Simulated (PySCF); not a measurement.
One entry of a table of gas-phase calculations, keyed by method.

```json
{
 "formula": "C4H6F4O",
 "smiles": "CO[C@@H](CF)C(F)(F)F",
 "inchi": "InChI=1S/C4H6F4O/c1-9-3(2-5)4(6,7)8/h3H,2H2,1H3/t3-/m0/s1",
 "charge": 0,
 "multiplicity": 1,
 "geometry_level": "GFN2-xTB",
 "atoms_angstrom": [
  ["C", 2.06, -0.244, -0.3],
  ["O", 0.807, -0.565, -0.875],
  ["C", -0.297, -0.196, -0.099],
  ["C", -0.585, 1.316, -0.107],
  ["F", 0.153, 1.94, 0.862],
  ["C", -1.497, -0.938, -0.696],
  ["F", -2.602, -0.751, 0.047],
  ["F", -1.296, -2.252, -0.76],
  ["F", -1.792, -0.515, -1.927],
  ["H", 2.195, 0.836, -0.199],
  ["H", 2.168, -0.712, 0.684],
  ["H", 2.805, -0.645, -0.983],
  ["H", -0.183, -0.534, 0.946],
  ["H", -0.302, 1.75, -1.071],
  ["H", -1.637, 1.517, 0.114]
 ],
 "electronic_structure_code": "PySCF",
 "results": {
  "GFN2-xTB geometry": {
   "point_group": "C1",
   "rotational_constants_GHz": [2.202, 1.222, 0.943]
  },
  "B3LYP/def2-SVPD ground state and vertical TDDFT (core frozen in the response)": {
   "dipole_D": 1.75,
   "homo_eV": -8.01,
   "lumo_eV": 0.34,
   "S1_eV": 7.39,
   "strongest_line_of_8_singlets_eV": 8.03,
   "T1_tda_eV": 7.22,
   "polarisability_au": 58.1,
   "r2_bohr2_about_centre_of_nuclear_charge": 1206.2,
   "singlets_eV_and_f": [
    [7.39, 0.01],
    [7.79, 0.013],
    [8.03, 0.033],
    [8.2, 0.007],
    [8.35, 0.02],
    [8.77, 0.001],
    [8.96, 0.008],
    [9.0, 0.016]
   ],
   "triplets_tda_eV": [7.22, 7.56, 7.73]
  }
 }
}
```

The polarisability is 8.61 Å³ as a volume (1 au = 0.148185 Å³), or 0.78 au for each of the 74 electrons. S1 lies 0.96 eV below the HOMO–LUMO gap; its leading configuration is HOMO→LUMO, weight 0.96.

Shape of the structure used: `[CH3:1][O:2][C@@H:3]([CH2:4][F:5])[C:6]([F:7])([F:8])[F:9]`: C1–O2–C3–C4 75°, O2–C3–C4–F5 -87°, O2–C3–C6–F7 175°.

One conformer stands for the species.
